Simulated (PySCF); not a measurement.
# Ionisation energy of Nd³⁴⁺ by level of theory

Nd³⁴⁺ [Ar] 3d8 (3F) → Nd³⁵⁺ [Ar] 3d7 (4F), as a difference of total energies. All numbers are calculated (PySCF 2.14, the spin-free X2C one-electron Hamiltonian (Gaussian nucleus), in an uncontracted even-tempered set (18 s from 5.6 bohr⁻², ratio 2.5; 13 p from 7.3 bohr⁻², ratio 2.5; 8 d from 7.3 bohr⁻², ratio 2.5; 4 f from 31 bohr⁻², ratio 2.7; 3 g from 47 bohr⁻², ratio 2.7)). Correlated levels: outer shells: [Ne] frozen; virtual orbitals above 40 to 60 times the deepest correlated orbital energy dropped. The calculations carry no spin-orbit coupling.

```tsv
method	ionisation energy (eV)
UHF	2329.9
LDA	2330.8
PBE	2330.6
PBE0	2331.0
r2SCAN	2332.0
BHandHLYP	2331.1
M06-2X	2332.7
MP2 (outer shells)	2331.4
SCS-MP2 (outer shells)	2331.4
```

Spin-orbit coupling is strong in these open shells (close to jj coupling). The scalar numbers leave it out and a first-order estimate fails, so it can dominate the gap to the real levels.

Breit and QED terms and the two-electron picture change are absent.

For comparison: 2321 ± 5 eV (theoretical estimate listed by NIST; NIST Atomic Spectra Database, ionization energies).
